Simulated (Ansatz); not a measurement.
Reaction (ligand exchange at a B–C bond): `BCCCCl` + `C[NH][ZnH]` → `B[N](C)[ZnH]` + `CCCCl`

Gas-phase electronic energies from Ansatz, PBE0-D4/def2-TZVP geometries. CCSD(T)/CBS adds triple-zeta CCSD(T) − MP2 to the extrapolated MP2 energy (def2 sets, frozen cores). Functionals use def2-TZVPP. B3LYP here is the variant with VWN-RPA as its local correlation; programs differ in this. For Zn outer-core shells are correlated without core-valence functions, which leaves a few kJ/mol of doubt a bond. Scalar relativity is left out up to krypton. Each species was taken in one conformer, which may not be the lowest.

| level | ΔE (kJ/mol) | difference from CCSD(T)/CBS |
| --- | --- | --- |
| PBE0-D4 | -163.2 | 1.0 |
| B3LYP-D4 | -165.0 | -0.8 |
| ωB97M-V | -162.9 | 1.3 |
| B2PLYP | -166.3 | -2.1 |
| PBE | -163.1 | 1.1 |
| PBE0 | -162.5 | 1.7 |
| B3LYP | -163.3 | 0.9 |
| HF/def2-TZVPP | -158.7 | 5.5 |
| MP2/def2-TZVPP | -169.7 | -5.5 |
| SCS-MP2/def2-TZVPP | -168.4 | -4.2 |
| CCSD(T)/def2-TZVPP | -169.7 | -5.5 |
| HF/def2-QZVPP | -158.2 | 6.0 |
| MP2/def2-QZVPP | -166.4 | -2.2 |
| SCS-MP2/def2-QZVPP | -165.2 | -1.0 |
| MP2/CBS(def2) | -164.2 | 0.0 |
| CCSD/CBS(def2) | -161.1 | 3.1 |
| CCSD(T)/CBS | -164.2 | 0 |

Largest T1 diagnostic among the species: 0.016.

In def2-TZVPP, CCSD(T) changes the Hartree–Fock value by −11.0 kJ/mol (the triples alone add −3.1 kJ/mol) and MP2 by −11.0 kJ/mol.
